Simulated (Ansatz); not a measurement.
The input (input.yaml):

```yaml
crystal:
  periodic: [false, false, false]
  atoms:
    - { symbol: C, position_ang: [-0.34224, 0.79636, -0.21801] }
    - { symbol: Si, position_ang: [0.36812, -0.84478, 0.2353] }
    - { symbol: F, position_ang: [1.02478, -1.90554, -0.69598] }
    - { symbol: F, position_ang: [0.4574, -1.50433, 1.64298] }
    - { symbol: H, position_ang: [-0.26249, 0.98905, -1.29655] }
    - { symbol: H, position_ang: [0.16874, 1.61397, 0.3079] }
    - { symbol: H, position_ang: [-1.41186, 0.85646, 0.02487] }
total_charge: 1
basis:
  gaussian: { orbitals: def2-SVP }
hamiltonian:
  xc: pbe
  dispersion: d4
relax:
  f_tol: 0.015
  max_steps: 40
```

Command:

```bash
$ ansatz run input.yaml --threads 1 --pin off --max-ram 2048MiB --backend cpu --events-out ev --progress --plain --runs-dir out
```

Hardware: 1 thread of Arm Neoverse V1, on a shared host.

Q: Roughly how long does this run take, and how much memory?

A: 13 s, with a peak of 0.14 GiB, for 6 ionic steps.
